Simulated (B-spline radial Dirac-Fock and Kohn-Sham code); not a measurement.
**Relative photoemission cross sections at 1000 eV: 4s, 4p1/2, 4p3/2, Ga to Nd**

Method: Dirac-Hartree-Slater photoionisation with all multipoles and Dirac-Fock thresholds. Computed with a radial atomic solver. Cross sections are relative to C 1s, computed as 43.31 kb at this energy; β is from the dipole term. Free atoms in their tabulated ground configurations, whose changes along a row show as steps; without correlation, outer binding energies come out low.

| Z | element | σ 4s | σ 4p1/2 | σ 4p3/2 | β 4p3/2 | binding 4p3/2 (eV) |
| --- | --- | --- | --- | --- | --- | --- |
| 31 | Ga | 0.0582 | 0.00576 | 0.0111 | 1.63 | 5.41 |
| 32 | Ge | 0.0724 | 0.0165 | 0.0318 | 1.64 | 6.81 |
| 36 | Kr | 0.137 | 0.117 | 0.226 | 1.67 | 13.01 |
| 38 | Sr | 0.187 | 0.182 | 0.356 | 1.68 | 27.33 |
| 40 | Zr | 0.235 | 0.242 | 0.475 | 1.69 | 37.33 |
| 43 | Tc | 0.308 | 0.329 | 0.653 | 1.69 | 52.09 |
| 46 | Pd | 0.381 | 0.414 | 0.825 | 1.69 | 59.40 |
| 48 | Cd | 0.442 | 0.488 | 0.983 | 1.68 | 78.27 |
| 49 | In | 0.474 | 0.527 | 1.07 | 1.68 | 90.23 |
| 50 | Sn | 0.507 | 0.567 | 1.16 | 1.68 | 102.6 |
| 54 | Xe | 0.643 | 0.728 | 1.53 | 1.65 | 156.8 |
| 56 | Ba | 0.712 | 0.809 | 1.73 | 1.63 | 197.9 |
| 57 | La | 0.747 | 0.848 | 1.84 | 1.61 | 217.0 |
| 58 | Ce | 0.772 | 0.876 | 1.91 | 1.60 | 227.6 |
| 59 | Pr | 0.790 | 0.894 | 1.97 | 1.59 | 230.1 |
| 60 | Nd | 0.813 | 0.917 | 2.04 | 1.57 | 240.6 |
